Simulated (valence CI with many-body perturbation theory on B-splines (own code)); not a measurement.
**Ti: electric-dipole lines**

Computed by relativistic CI+MBPT: four valence electrons over a frozen Dirac-Fock core [Ar], a basis of 9 s, 9 p, 10 d, 8 f, 5 g, 3 h, 1 i functions for each j, with the one-electron correlation potential Σ1 (screened to all orders), the two-electron term Σ2, the three-electron term Σ3, Breit, model QED; selected single and double excitations, second order for the rest, scaled by the run's own slope (own B-spline code, finite nucleus).

Set against measurement, 41 paired levels are off by 376 cm⁻¹ on average, the worst by 558. These come from a selection out of the NIST Handbook of Basic Atomic Spectroscopic Data. Levels without a partner in it may be off by more, other configurations by 1,000 to 4,000 cm⁻¹. Among the levels kept, up to 670 cm⁻¹ of a level comes from second order outside the variational space, and about a tenth of that is noise between levels of different J, which matters for small intervals.

Lines 151 to 193 of 193 in falling wavelength, among levels below 2.749 eV, chosen from the strongest by gf and those to the six lowest levels. Wavelengths and rates use the calculated energies, so an error of 400 cm⁻¹ moves a line at 6232 Å by 2.5 % and its rate by three times that or more. Electric multipoles are in the length gauge, E1 and E2 with the static RPA response of the core. Weak lines are less certain than strong ones. Lines between different terms over intervals too small for the method are left out, as are lines whose strength nearly cancels. The highest levels of a list are the least certain.

```
λ vac (Å)  λ from measured levels            Upper         Lower   A (s⁻¹)  S (a.u.)
     6232                    6352  3d2 4s 4p 1F°_3   3d3 4s 5F_3  1.06e+01  8.84e-06
     6208                    6327  3d2 4s 4p 1F°_3   3d3 4s 5F_2  3.68e-02  3.04e-08
     6182                    6033  3d2 4s 4p 5F°_3  3d2 4s2 3F_4  1.55e+03  1.27e-03
     6139                    5992  3d2 4s 4p 5F°_4  3d2 4s2 3F_4  2.09e+02  2.15e-04
     6135                    5986  3d2 4s 4p 5F°_2  3d2 4s2 3F_3  3.51e+03  2.00e-03
     6103                    5955  3d2 4s 4p 5F°_3  3d2 4s2 3F_3  3.31e+01  2.60e-05
     6092                    5946  3d2 4s 4p 5F°_1  3d2 4s2 3F_2  5.29e+03  1.77e-03
     6089                    5942  3d2 4s 4p 5F°_5  3d2 4s2 3F_4  2.17e+03  2.66e-03
     6071                    5926  3d2 4s 4p 5F°_2  3d2 4s2 3F_2  2.18e+01  1.20e-05
     6062                    5915  3d2 4s 4p 5F°_4  3d2 4s2 3F_3  1.10e+03  1.09e-03
     6040                    5896  3d2 4s 4p 5F°_3  3d2 4s2 3F_2  3.16e+02  2.41e-04
     5593                    5492  3d2 4s 4p 5D°_3  3d2 4s2 3F_4  1.36e+04  8.22e-03
     5561                    5462  3d2 4s 4p 5D°_4  3d2 4s2 3F_4  4.74e+04  3.62e-02
     5549                    5448  3d2 4s 4p 5D°_2  3d2 4s2 3F_3  1.72e+04  7.25e-03
     5528                    5428  3d2 4s 4p 5D°_3  3d2 4s2 3F_3  3.88e+04  2.27e-02
     5509                    5410  3d2 4s 4p 5D°_1  3d2 4s2 3F_2  1.31e+04  3.24e-03
     5497                    5398  3d2 4s 4p 5D°_4  3d2 4s2 3F_3  3.60e+03  2.66e-03
     5497                    5398  3d2 4s 4p 5D°_2  3d2 4s2 3F_2  1.90e+04  7.80e-03
     5476                    5378  3d2 4s 4p 5D°_3  3d2 4s2 3F_2  3.20e+03  1.82e-03
     5374                    5254  3d2 4s 4p 3F°_3  3d2 4s2 3F_4  1.41e+05  7.56e-02
     5344                    5221  3d2 4s 4p 3F°_2  3d2 4s2 3F_3  2.73e+05  1.03e-01
     5330                    5212  3d2 4s 4p 3F°_4  3d2 4s2 3F_4  3.85e+06  2.59e+00
     5315                    5194  3d2 4s 4p 3F°_3  3d2 4s2 3F_3  3.85e+06  2.00e+00
     5295                    5175  3d2 4s 4p 3F°_2  3d2 4s2 3F_2  4.16e+06  1.53e+00
     5271                    5154  3d2 4s 4p 3F°_4  3d2 4s2 3F_3  2.82e+05  1.83e-01
     5266                    5149  3d2 4s 4p 3F°_3  3d2 4s2 3F_2  3.82e+05  1.93e-01
     5186                    5066  3d2 4s 4p 3D°_3  3d2 4s2 3F_4  3.90e+06  1.88e+00
     5163                    5041  3d2 4s 4p 3D°_2  3d2 4s2 3F_3  4.01e+06  1.36e+00
     5135                    5016  3d2 4s 4p 3D°_1  3d2 4s2 3F_2  4.78e+06  9.59e-01
     5131                    5011  3d2 4s 4p 3D°_3  3d2 4s2 3F_3  1.96e+05  9.15e-02
     5117                    4998  3d2 4s 4p 3D°_2  3d2 4s2 3F_2  3.81e+05  1.26e-01
     5086                    4969  3d2 4s 4p 3D°_3  3d2 4s2 3F_2  3.34e+03  1.52e-03
     4819                    4743  3d2 4s 4p 3G°_3  3d2 4s2 3F_4  8.19e+02  3.17e-04
     4792                    4717  3d2 4s 4p 3G°_4  3d2 4s2 3F_4  6.62e+04  3.23e-02
     4771                    4695  3d2 4s 4p 3G°_3  3d2 4s2 3F_3  8.39e+04  3.15e-02
     4759                    4683  3d2 4s 4p 3G°_5  3d2 4s2 3F_4  2.64e+06  1.54e+00
     4745                    4669  3d2 4s 4p 3G°_4  3d2 4s2 3F_3  2.40e+06  1.14e+00
     4732                    4658  3d2 4s 4p 3G°_3  3d2 4s2 3F_2  2.21e+06  8.10e-01
     4654                    4564  3d2 4s 4p 1D°_2  3d2 4s2 3F_3  1.39e+05  3.46e-02
     4617                    4529  3d2 4s 4p 1D°_2  3d2 4s2 3F_2  2.25e+04  5.46e-03
     4593                    4542  3d2 4s 4p 1F°_3  3d2 4s2 3F_4  1.72e+04  5.76e-03
     4550                    4497  3d2 4s 4p 1F°_3  3d2 4s2 3F_3  7.60e+04  2.47e-02
     4515                    4463  3d2 4s 4p 1F°_3  3d2 4s2 3F_2  2.99e+04  9.51e-03
```
